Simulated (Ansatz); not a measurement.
CH4OSeSi (`OC1[SiH2][Se]1`) at its PBE0-D4/def2-TZVP geometry, where that method's forces vanish. Charge 0, multiplicity 1.

```xyz
8

O    -0.8348   -1.3804   -0.4325
C     0.2139   -0.5010   -0.3406
Si   -0.0975    1.2044    0.3032
Se    1.0637   -0.2338    1.5378
H    -0.5008   -2.2828   -0.4045
H     1.0346   -0.6784   -1.0332
H     0.6079    2.3460   -0.3235
H    -1.4870    1.5260    0.6933
```

Task: What forces (eV/Å) does r2SCAN-D4/def2-TZVPP give on these atoms in Ansatz 0.2.0? (Best estimate.)

Result: Computed: 
```
O1  -0.240 -0.128 -0.008
C2   0.114  0.158 -0.239
Si3 -0.023  0.057  0.022
Se4  0.126  0.018  0.247
H5   0.024 -0.050 -0.012
H6   0.002 -0.036  0.005
H7  -0.013 -0.012  0.001
H8   0.011 -0.007 -0.016
```
